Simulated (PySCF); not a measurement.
**Correlation energy of As (arsenic, neutral)**

[Ar] 3d10 4s1 4p4, high-spin 4P determinant (an excited configuration). Calculation: PySCF 2.14, in x2c-QZVPPall (11s8p5d4f1g, 97 functions); the spin-free X2C one-electron Hamiltonian (Gaussian nucleus). Frozen: [Ne]; 23 electrons correlated.

MP2 pair energies summed by pair of shells (mhartree):

```tsv
pair	energy	share (%)
3d-3d	-382.89	46.0
3p-3d	-172.37	20.7
4p-4p	-61.85	7.4
3d-4p	-54.24	6.5
3s-3d	-50.76	6.1
3p-3p	-48.20	5.8
3s-3p	-20.12	2.4
3d-4s	-15.33	1.8
4s-4p	-10.81	1.3
3p-4p	-7.53	0.9
3s-3s	-3.72	0.4
3p-4s	-3.33	0.4
3s-4p	-1.45	0.2
3s-4s	-0.52	0.1
```

Total MP2 correlation energy: -833.14 mhartree.

Same-spin part -286.97 and opposite-spin part -546.17 mhartree; SCS-MP2 scales them by 1/3 and 6/5 to -751.06 mhartree.

This basis was not built for core-valence correlation, so the inner-shell part is incomplete.
